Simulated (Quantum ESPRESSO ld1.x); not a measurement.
These are the eigenvalues of the occupied orbitals of an atom or ion with whole-number occupations (hartree). Calculated with ld1.x of Quantum ESPRESSO 7.5: scalar-relativistic Kohn-Sham, LDA (Slater exchange, VWN5 correlation), spin-polarised, spherical densities, point nucleus.

1s: -2.19047

Which element is it, and in what charge state? The configuration may be excited. Open shells, if any, are filled with parallel spins first.

Answer. Z = 3, lithium, charge +1: Li+ in [He]. The 1s level, -2.1905 hartree, gives Z - s = 2.1 by -(Z - s)^2/2, which with screening and relativity narrows Z to a few neighbours, and with so few levels the electron count can be read from the list.
